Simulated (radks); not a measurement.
Spherical quantum dot in the effective-mass picture: electrons in a hard-walled sphere of radius 1.55, all in effective atomic units (hartree* = m*/eps^2 hartree, bohr* = eps/m* bohr), one dielectric constant everywhere. Calculated with a radial shooting solver with Libxc functionals: non-relativistic Kohn-Sham, exchange-only LDA, spin-polarised, spherical densities. Levels are named by radial order and angular momentum (1s, 1p, 1d, 2s, ...), and open shells are averaged over m.

N = 24, configuration 1s2 1p6 1d10 2s(up 1, down 0) 1f(up 5, down 0). This is the lowest configuration that the search found. Occupied and some empty levels:

level,occupation,eigenvalue (hartree*),<r> (bohr*)
1s up,1,22.992,0.9405
1s down,1,23.201,0.9423
1p up,3,24.404,1.019
1p down,3,24.605,1.018
1d up,5,26.569,1.073
1d down,5,26.774,1.072
2s up,1,29.374,0.7167
1f up,5,29.391,1.113
1f down,0,29.600,1.113
2s down,0,29.692,0.7224
1g up,0,32.816,1.146
1g down,0,33.028,1.146
2p up,0,33.312,0.8164
2p down,0,33.542,0.8201
2d up,0,37.835,0.8849
2d down,0,38.026,0.8867

Energy (hartree*): total 392.845, kinetic 164.81, external 0, Hartree 251.11, exchange-correlation -23.082.
